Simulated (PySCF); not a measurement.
CH₁₂N₂Si₃, SMILES N[SiH2]C(N)([SiH3])[SiH3]. Atoms are numbered in the order given.

```xyz
18

N      2.5916     0.1027    -0.3464
Si     1.2113     0.9503     0.2740
C     -0.3038    -0.1874     0.2703
N     -0.2522    -1.2076     1.3428
Si    -1.9114     0.7856     0.4976
Si    -0.3983    -1.1033    -1.3881
H      3.2488     0.5877    -0.9450
H      3.0530    -0.6307     0.1783
H      1.3735     1.3987     1.7011
H      1.0420     2.1478    -0.6052
H      0.5449    -1.8324     1.2259
H     -0.1533    -0.7736     2.2607
H     -2.0553     1.8130    -0.5802
H     -1.8765     1.4903     1.8201
H     -3.0919    -0.1280     0.4813
H      0.6259    -2.1920    -1.4076
H     -1.7453    -1.7244    -1.5813
H     -0.1410    -0.1538    -2.5132
```

The structure is a stationary point at PBE0-D3(BJ)/def2-SVP. A frequency run showed that this geometry is not a minimum. This is a generated structure with no PubChem entry under its InChIKey; it may be hypothetical. The values are those of a single conformer.

Calculation: TDA-LC-ωPBE/def2-SVPD run with PySCF 2.14.0.

Vertical excitations. Isolated molecule, no solvent.

```json
[
 {"state": "S1", "energy (eV)": "6.14", "λ (nm)": "202", "f": "0.001", "main pairs": "HOMO→LUMO 64 %"},
 {"state": "S2", "energy (eV)": "6.70", "λ (nm)": "185", "f": "0.005", "main pairs": "HOMO→LUMO+1 41 %, HOMO−1→LUMO 23 %, HOMO→LUMO 8 %"},
 {"state": "S3", "energy (eV)": "7.21", "λ (nm)": "172", "f": "0.029", "main pairs": "HOMO−1→LUMO 50 %, HOMO→LUMO+1 11 %"},
 {"state": "S4", "energy (eV)": "7.32", "λ (nm)": "169", "f": "0.022", "main pairs": "HOMO→LUMO+5 33 %, HOMO→LUMO+3 28 %, HOMO→LUMO+1 15 %, HOMO→LUMO+4 6 %"},
 {"state": "S5", "energy (eV)": "7.68", "λ (nm)": "161", "f": "0.077", "main pairs": "HOMO→LUMO+7 27 %, HOMO→LUMO+8 16 %, HOMO→LUMO+3 8 %, HOMO→LUMO+2 6 %"},
 {"state": "S6", "energy (eV)": "7.79", "λ (nm)": "159", "f": "0.047", "main pairs": "HOMO→LUMO+2 43 %, HOMO→LUMO+9 16 %, HOMO→LUMO+7 7 %, HOMO→LUMO+5 7 %"},
 {"state": "T1", "energy (eV)": "5.76", "λ (nm)": "215", "f": "0", "main pairs": "HOMO→LUMO 58 %, HOMO→LUMO+5 11 %"},
 {"state": "T2", "energy (eV)": "6.31", "λ (nm)": "196", "f": "0", "main pairs": "HOMO→LUMO+1 32 %, HOMO−1→LUMO 31 %, HOMO→LUMO 7 %"}
]
```
Triplets are in the Tamm–Dancoff approximation.
